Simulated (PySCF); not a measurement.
## Unknown compound

Molecular formula: C5H17NSi2. Simulated spectra:

1H NMR (600 MHz, computed): δ 3.29 (s, 3H), 0.90 (s, 9H), 0.22 (br s, 2H), 0.19 (s, 3H).

13C{1H} NMR (computed): δ 28.0 (CH3), 25.2 (C), -4.3 (CH3).

- shielding tensors at PBE0/pcSseg-1 (GIAO)
- geometry from GFN2-xTB
- run in PySCF 2.14.0 with density-fitted response routines
- equivalent nuclei averaged, one computed conformer, no solvent, non-relativistic

δ = σ(ref) − σ, references computed at the same level: 1H, 13C against TMS.

Q: Propose a structure and justify it.

A: 
1. The formula gives 0 degrees of unsaturation.
2. 3 carbon signals for 5 carbons: some carbons are equivalent by symmetry or fast rotation.
3. Carbon types of the structure: 1 × C, 4 × CH3, leaving 5 H on heteroatoms.
4. δC 28.0: methyl carbon; aliphatic region, no heteroatom directly attached.
5. δC 25.2: fully substituted sp3 carbon bonded to Si.
6. δC -4.3: methyl carbon bonded to Si; an electropositive neighbour leaves it electron-rich and shielded.
7. δH 3.29: hydrogen on a silicon bonded to Si.
8. δH 0.90: hydrogen on a methyl carbon.
9. δH 0.22: hydrogen on a nitrogen bonded to Si; exchangeable; this is the value without hydrogen bonding to other molecules.
10. δH 0.19: hydrogen on a methyl carbon bonded to Si; an electropositive neighbour shields it, as in TMS itself.

The compound is `InChI=1S/C5H17NSi2/c1-5(2,3)8(4,6)7/h6H2,1-4,7H3/t8-/m1/s1`.

The data come from this structure; uniqueness wasn't tested.

OH and NH positions are those of a molecule without intermolecular hydrogen bonds; in solution they move with solvent, concentration and temperature, and exchange usually removes their couplings. Shifts are as computed. Against solution values, carbons near 30 ppm lie about +3 ppm off and those near 130 ppm about +5 ppm. Of 1309 compounds with measured shifts, 239 miss one by over three times the rms of a fit or turn the order of signals round; such compounds aren't used in these exercises. Multiplicities follow the n + 1 count of equivalent neighbours, as no J values were calculated; m marks all less simple cases, F and P coupling included.
